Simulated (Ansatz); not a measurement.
C3H10OSi can be A, `CCCO[SiH3]`, or B, `C[SiH](C)CO`.

Calculated with Ansatz (gas phase, PBE0-D4/def2-TZVP geometries, no zero-point term in ΔE). CCSD(T)/CBS adds triple-zeta CCSD(T) − MP2 to the extrapolated MP2 energy (def2 sets, frozen cores). Functionals use def2-TZVPP. B3LYP here is the variant with VWN-RPA as its local correlation; programs differ in this. One conformer a species, not always the lowest.

A:

Z-matrix (Å, degrees):
```
C
C 1 1.518
H 1 1.094 2 111.4
H 1 1.094 2 111.4 3 -120.1
H 1 1.091 2 111.2 3 120.0
C 2 1.511 1 112.0 3 60.1
H 2 1.094 1 110.5 3 -61.0
H 2 1.094 1 110.5 3 -178.8
O 6 1.414 2 109.8 1 -179.9
H 6 1.100 2 109.9 1 -58.8
H 6 1.100 2 109.9 1 58.9
Si 9 1.641 6 122.5 2 -179.7
H 12 1.481 9 106.6 6 -179.9
H 12 1.490 9 111.0 6 -59.9
H 12 1.490 9 111.0 6 60.1
```

B:

```xyz
15

C    -1.617    0.182    0.612
Si    0.170   -0.343    0.396
C     0.306   -1.799   -0.774
C     1.163    1.119   -0.285
O     1.020    2.311    0.482
H    -2.218   -0.645    0.999
H    -2.057    0.496   -0.339
H    -1.713    1.008    1.323
H     0.722   -0.718    1.730
H     1.347   -2.102   -0.908
H    -0.102   -1.552   -1.758
H    -0.244   -2.661   -0.390
H     2.229    0.875   -0.270
H     0.908    1.295   -1.342
H     0.087    2.532    0.525
```

Which isomer does CCSD(T)/CBS put lower? Give the gap. (Estimate.)

Computed: A, by 8.4 kcal/mol.

Give E(B) − E(A) in kcal/mol with CCSD/def2-TZVPP, MP2/def2-TZVPP, B2PLYP, B3LYP-D4, CCSD(T)/def2-TZVPP, PBE-D4, ωB97M-V. (An estimate is asked.)

The calculation gave: CCSD/def2-TZVPP 10.0, MP2/def2-TZVPP 9.0, B2PLYP 9.6, B3LYP-D4 8.5, CCSD(T)/def2-TZVPP 9.2, PBE-D4 4.5, ωB97M-V 7.2. None reverses the order clearly.

Largest T1 diagnostic: 0.010.

In def2-TZVPP, CCSD(T) changes the Hartree–Fock value by −6.8 kcal/mol (the triples alone add −0.8 kcal/mol) and MP2 by −7.0 kcal/mol. The D4 term adds −0.9 kcal/mol with B3LYP and −0.5 kcal/mol with PBE0; it sums over pairs of atoms, weighted by their polarisabilities, and B3LYP, whose exchange is more repulsive, gets the larger term.
